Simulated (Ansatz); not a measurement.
Ansatz (a first-principles code) input (B3LYP-D3(BJ)/def2-TZVP):

Ansatz 0.2 input:
```yaml
crystal:
  periodic: [false, false, false]
  atoms:
    - {symbol: C, position_ang: [-1.94731495, 0.26320603, 0.24700152]}
    - {symbol: C, position_ang: [-1.62624692, -1.08693096, 0.27518480]}
    - {symbol: O, position_ang: [-0.32858452, -1.28584617, 0.11182678]}
    - {symbol: C, position_ang: [0.25209665, -0.03747676, -0.03179705]}
    - {symbol: C, position_ang: [-0.75095119, 0.93909570, 0.05108343]}
    - {symbol: C, position_ang: [1.60953770, -0.00519528, -0.21535527]}
    - {symbol: O, position_ang: [2.22676604, 1.12960266, -0.35788635]}
    - {symbol: H, position_ang: [-2.93302779, 0.68270310, 0.35693584]}
    - {symbol: H, position_ang: [-2.23433964, -1.96915912, 0.40317325]}
    - {symbol: H, position_ang: [-0.59665599, 2.00348556, -0.02571583]}
    - {symbol: H, position_ang: [2.17133571, -0.93527463, -0.24157337]}
    - {symbol: H, position_ang: [3.18450772, 1.03200082, -0.48104786]}
basis:
  gaussian:
    orbitals: def2-TZVP
hamiltonian:
  xc: b3lyp
  dispersion: d3bj
total_charge: 1
phonons: {temperatures: {t_min: 298.15, t_max: 298.15, t_step: 100}}
```

Output:

```
Functional definition: B3LYP
integrals: 0.18 GiB planned
1422 factors; their error is unknown
0.34 GiB of the device are held for the grids
1.43 GiB of device memory are held for the factors and their scratch space
mean field: 1.39 GiB planned
mean field evaluation 1: about -9342.3744 eV, gradient 8.3e1 eV
mean field evaluation 2: about -9334.9591 eV, gradient 1.0e2 eV
mean field evaluation 4: about -9355.9375 eV, gradient 5.9e0 eV
mean field evaluation 8: about -9356.0013 eV, gradient 2.6e-1 eV
mean field evaluation 16: about -9355.9905 eV, gradient 1.0e-2 eV
mean field -9355.99052113 eV, -343.8263099334 hartree, gradient 3.6e-5 eV, S^2 0.000000; 0 other end points of the search recorded, 0 dependent functions left out
the calculation of the forces begins
reference -9355.99078297 eV, -343.8263195558 hartree; 25, 25 occupied and 222, 222 virtual orbitals, 1422 factors
these checks for a lower state are left out or cut short: stability, starts, cluster_reference, orbital_swaps, neighbouring_geometries, increment
integrals: 0.18 GiB planned
1422 factors; their error is unknown
0.34 GiB of the device are held for the grids
1.43 GiB of device memory are held for the factors and their scratch space
mean field: 1.39 GiB planned
mean field -9355.99033060 eV, -343.8263029317 hartree, gradient 2.7e-6 eV, S^2 0.000000; 0 other end points of the search recorded, 0 dependent functions left out
the calculation of the forces begins
reference -9355.99059243 eV, -343.8263125537 hartree; 25, 25 occupied and 222, 222 virtual orbitals, 1422 factors
these checks for a lower state are left out or cut short: stability, starts, cluster_reference, orbital_swaps, neighbouring_geometries, increment
integrals: 0.18 GiB planned
1422 factors; their error is unknown
0.34 GiB of the device are held for the grids
1.43 GiB of device memory are held for the factors and their scratch space
mean field: 1.40 GiB planned
mean field evaluation 32: about -9356.0039 eV, gradient 5.8e-4 eV
mean field -9355.99020654 eV, -343.8262983724 hartree, gradient 2.7e-6 eV, S^2 0.000000; 0 other end points of the search recorded, 0 dependent functions left out
the calculation of the forces begins
reference -9355.99046839 eV, -343.8263079952 hartree; 25, 25 occupied and 222, 222 virtual orbitals, 1422 factors
these checks for a lower state are left out or cut short: stability, starts, cluster_reference, orbital_swaps, neighbouring_geometries, increment
integrals: 0.18 GiB planned
1422 factors; their error is unknown
0.34 GiB of the device are held for the grids
1.43 GiB of device memory are held for the factors and their scratch space
mean field: 1.39 GiB planned
mean field -9355.99041689 eV, -343.8263061025 hartree, gradient 2.7e-6 eV, S^2 0.000000; 0 other end points of the search recorded, 0 dependent functions left out
the calculation of the forces begins
reference -9355.99067874 eV, -343.8263157254 hartree; 25, 25 occupied and 222, 222 virtual orbitals, 1422 factors
these checks for a lower state are left out or cut short: stability, starts, cluster_reference, orbital_swaps, neighbouring_geometries, increment
integrals: 0.18 GiB planned
1422 factors; their error is unknown
0.34 GiB of the device are held for the grids
1.43 GiB of device memory are held for the factors and their scratch space
mean field: 1.39 GiB planned
mean field -9355.99040027 eV, -343.8263054920 hartree, gradient 2.7e-6 eV, S^2 0.000000; 0 other end points of the search recorded, 0 dependent functions left out
[...]
0.34 GiB of the device are held for the grids
1.43 GiB of device memory are held for the factors and their scratch space
mean field: 1.39 GiB planned
mean field -9355.99051557 eV, -343.8263097292 hartree, gradient 2.7e-6 eV, S^2 0.000000; 0 other end points of the search recorded, 0 dependent functions left out
the calculation of the forces begins
reference -9355.99077742 eV, -343.8263193519 hartree; 25, 25 occupied and 222, 222 virtual orbitals, 1422 factors
these checks for a lower state are left out or cut short: stability, starts, cluster_reference, orbital_swaps, neighbouring_geometries, increment
integrals: 0.18 GiB planned
1422 factors; their error is unknown
0.34 GiB of the device are held for the grids
1.43 GiB of device memory are held for the factors and their scratch space
mean field: 1.39 GiB planned
mean field -9355.99043863 eV, -343.8263069017 hartree, gradient 2.7e-6 eV, S^2 0.000000; 0 other end points of the search recorded, 0 dependent functions left out
the calculation of the forces begins
reference -9355.99070044 eV, -343.8263165230 hartree; 25, 25 occupied and 222, 222 virtual orbitals, 1422 factors
these checks for a lower state are left out or cut short: stability, starts, cluster_reference, orbital_swaps, neighbouring_geometries, increment
integrals: 0.18 GiB planned
1422 factors; their error is unknown
0.34 GiB of the device are held for the grids
1.43 GiB of device memory are held for the factors and their scratch space
mean field: 1.39 GiB planned
mean field evaluation 320: about -9355.9905 eV, gradient 1.0e-2 eV
mean field -9355.99048499 eV, -343.8263086052 hartree, gradient 2.7e-6 eV, S^2 0.000000; 0 other end points of the search recorded, 0 dependent functions left out
the calculation of the forces begins
reference -9355.99074686 eV, -343.8263182287 hartree; 25, 25 occupied and 222, 222 virtual orbitals, 1422 factors
these checks for a lower state are left out or cut short: stability, starts, cluster_reference, orbital_swaps, neighbouring_geometries, increment
integrals: 0.18 GiB planned
1422 factors; their error is unknown
0.34 GiB of the device are held for the grids
1.43 GiB of device memory are held for the factors and their scratch space
mean field: 1.39 GiB planned
mean field -9355.99050255 eV, -343.8263092504 hartree, gradient 2.7e-6 eV, S^2 0.000000; 0 other end points of the search recorded, 0 dependent functions left out
the calculation of the forces begins
reference -9355.99076438 eV, -343.8263188728 hartree; 25, 25 occupied and 222, 222 virtual orbitals, 1422 factors
these checks for a lower state are left out or cut short: stability, starts, cluster_reference, orbital_swaps, neighbouring_geometries, increment
integrals: 0.18 GiB planned
1422 factors; their error is unknown
0.34 GiB of the device are held for the grids
1.43 GiB of device memory are held for the factors and their scratch space
mean field: 1.39 GiB planned
mean field -9355.99045139 eV, -343.8263073706 hartree, gradient 2.7e-6 eV, S^2 0.000000; 0 other end points of the search recorded, 0 dependent functions left out
the calculation of the forces begins
reference -9355.99071323 eV, -343.8263169931 hartree; 25, 25 occupied and 222, 222 virtual orbitals, 1422 factors
these checks for a lower state are left out or cut short: stability, starts, cluster_reference, orbital_swaps, neighbouring_geometries, increment
integrals: 0.18 GiB planned
1422 factors; their error is unknown
0.34 GiB of the device are held for the grids
1.43 GiB of device memory are held for the factors and their scratch space
mean field: 1.39 GiB planned
mean field -9355.99048233 eV, -343.8263085075 hartree, gradient 2.7e-6 eV, S^2 0.000000; 0 other end points of the search recorded, 0 dependent functions left out
the calculation of the forces begins
reference -9355.99074417 eV, -343.8263181298 hartree; 25, 25 occupied and 222, 222 virtual orbitals, 1422 factors
these checks for a lower state are left out or cut short: stability, starts, cluster_reference, orbital_swaps, neighbouring_geometries, increment
integrals: 0.18 GiB planned
1422 factors; their error is unknown
0.34 GiB of the device are held for the grids
1.43 GiB of device memory are held for the factors and their scratch space
mean field: 1.40 GiB planned
mean field evaluation 352: about -9355.9905 eV, gradient 2.7e-6 eV
mean field -9355.99046923 eV, -343.8263080259 hartree, gradient 2.7e-6 eV, S^2 0.000000; 0 other end points of the search recorded, 0 dependent functions left out
the calculation of the forces begins
reference -9355.99073107 eV, -343.8263176485 hartree; 25, 25 occupied and 222, 222 virtual orbitals, 1422 factors
these checks for a lower state are left out or cut short: stability, starts, cluster_reference, orbital_swaps, neighbouring_geometries, increment
integrals: 0.18 GiB planned
1422 factors; their error is unknown
0.34 GiB of the device are held for the grids
1.43 GiB of device memory are held for the factors and their scratch space
mean field: 1.39 GiB planned
mean field -9355.99039420 eV, -343.8263052687 hartree, gradient 2.7e-6 eV, S^2 0.000000; 0 other end points of the search recorded, 0 dependent functions left out
the calculation of the forces begins
reference -9355.99065609 eV, -343.8263148932 hartree; 25, 25 occupied and 222, 222 virtual orbitals, 1422 factors
these checks for a lower state are left out or cut short: stability, starts, cluster_reference, orbital_swaps, neighbouring_geometries, increment
integrals: 0.18 GiB planned
1422 factors; their error is unknown
0.34 GiB of the device are held for the grids
1.43 GiB of device memory are held for the factors and their scratch space
mean field: 1.39 GiB planned
mean field -9355.99034632 eV, -343.8263035092 hartree, gradient 2.7e-6 eV, S^2 0.000000; 0 other end points of the search recorded, 0 dependent functions left out
the calculation of the forces begins
reference -9355.99060810 eV, -343.8263131295 hartree; 25, 25 occupied and 222, 222 virtual orbitals, 1422 factors
these checks for a lower state are left out or cut short: stability, starts, cluster_reference, orbital_swaps, neighbouring_geometries, increment
integrals: 0.18 GiB planned
1422 factors; their error is unknown
0.34 GiB of the device are held for the grids
1.43 GiB of device memory are held for the factors and their scratch space
mean field: 1.39 GiB planned
mean field -9355.99050509 eV, -343.8263093438 hartree, gradient 2.7e-6 eV, S^2 0.000000; 0 other end points of the search recorded, 0 dependent functions left out
the calculation of the forces begins
reference -9355.99076692 eV, -343.8263189662 hartree; 25, 25 occupied and 222, 222 virtual orbitals, 1422 factors
these checks for a lower state are left out or cut short: stability, starts, cluster_reference, orbital_swaps, neighbouring_geometries, increment
integrals: 0.18 GiB planned
1422 factors; their error is unknown
0.34 GiB of the device are held for the grids
1.43 GiB of device memory are held for the factors and their scratch space
mean field: 1.39 GiB planned
mean field -9355.99051630 eV, -343.8263097560 hartree, gradient 2.7e-6 eV, S^2 0.000000; 0 other end points of the search recorded, 0 dependent functions left out
the calculation of the forces begins
reference -9355.99077814 eV, -343.8263193785 hartree; 25, 25 occupied and 222, 222 virtual orbitals, 1422 factors
Total energy: -9356.43962198 eV, -343.8428140852 hartree
Atom 0 at    -1.947315     0.263206     0.247002 Å, force    -0.000089     0.000359    -0.000007 eV/Å
Atom 1 at    -1.626247    -1.086931     0.275185 Å, force     0.000317     0.000091    -0.000047 eV/Å
Atom 2 at    -0.328585    -1.285846     0.111827 Å, force     0.000076    -0.000510     0.000017 eV/Å
Atom 3 at     0.252097    -0.037477    -0.031797 Å, force     0.000210     0.000063    -0.000031 eV/Å
Atom 4 at    -0.750951     0.939096     0.051083 Å, force    -0.000452     0.000180     0.000051 eV/Å
Atom 5 at     1.609538    -0.005195    -0.215355 Å, force    -0.000430    -0.000120     0.000064 eV/Å
Atom 6 at     2.226766     1.129603    -0.357886 Å, force     0.000150     0.000031    -0.000022 eV/Å
Atom 7 at    -2.933028     0.682703     0.356936 Å, force     0.000178     0.000254    -0.000037 eV/Å
Atom 8 at    -2.234340    -1.969159     0.403173 Å, force     0.000029    -0.000163     0.000005 eV/Å
Atom 9 at    -0.596656     2.003486    -0.025716 Å, force    -0.000007    -0.000321     0.000018 eV/Å
Atom 10 at     2.171336    -0.935275    -0.241573 Å, force     0.000064     0.000099    -0.000014 eV/Å
Atom 11 at     3.184508     1.032001    -0.481048 Å, force    -0.000046     0.000035     0.000004 eV/Å
Dipole moment:     0.365820     0.004267    -0.049234 e Å
Vibrations: 175.84 204.86 283.78 508.25 555.73 599.32 651.49 738.67 831.27 896.48 939.64 946.05 980.73 1004.68 1077.73 1122.15 1181.88 1215.30 1271.99 1321.33 1332.96 1455.24 1490.44 1529.50 1698.71 3166.54 3255.49 3259.94 3275.06 3730.09 cm⁻¹, zero-point energy 2.523149 eV
```

It need not be the lowest isomer of its formula.
